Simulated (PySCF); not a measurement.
**Which determinant of PbCl lies lowest?**

Unrestricted PBE0; Pb def2-SVP with ECP60, Cl def2-SVP; scalar-relativistic core potentials (PySCF 2.14). Outer shells of the fragments: Pb 5d10 6s2 6p2; Cl 3s2 3p5.

Followed along the bond (rough minima from three points):

```tsv
2Ms+1	unpaired	⟨S²⟩ at the start	R at minimum (Å)	Te (eV)
2	π ↑	0.75	2.50	0.00
4	σ ↑, π ↑↑	3.76	none in the scan	≤ 3.72
```

Solutions found at the starting distance of 2.365 Å, counted from the lowest of them; the search is not exhaustive and high or unbound solutions are not listed, so other states can lie among these:

| 2Ms+1 | unpaired | term | E (eV) | ⟨S²⟩ | ⟨Lz²⟩ | μ (D) |
| --- | --- | --- | --- | --- | --- | --- |
| 2 | π ↑ | ²Π | 0.00 | 0.75 | 1.00 | -2.84 |
| 2 | σ ↑ | ²Σ⁺ | 2.59 | 0.75 | 0.00 | -1.68 |
| 4 | σ ↑, π ↑↑ | ⁴Σ⁻ | 4.01 | 3.76 | 0.00 | -0.36 |
| 2 | σ ↓, π ↑↑ | mixed | 4.50 | 1.76 | 0.00 | 0.23 |
| 4 | π ↑↑↑ | ⁴Π | 4.76 | 3.76 | 1.00 | 2.81 |
| 2 | π ↑↑↓ | mixed | 5.08 | 1.76 | 3.01 | 2.83 |
| 4 | σ ↑↑, π ↑ | ⁴Π | 6.11 | 3.75 | 1.00 | 0.81 |
| 4 | σ ↑, π ↑↑ | mixed | 6.73 | 3.75 | 2.01 | 3.51 |
| 4 | σ ↑, π ↑↑ | mixed | 6.89 | 3.75 | 2.01 | 3.49 |

A term symbol is given only where ⟨S²⟩ and ⟨Lz²⟩ are close to those of a pure state; real π, δ and φ orbitals otherwise mix terms. A positive dipole means Pb(−)Cl(+).

These are scalar-relativistic numbers at best; spin–orbit coupling would shift them, the dissociation energy most. Counting both spins, an empty level lies below a filled one in some of these solutions, because spin and occupation are held.
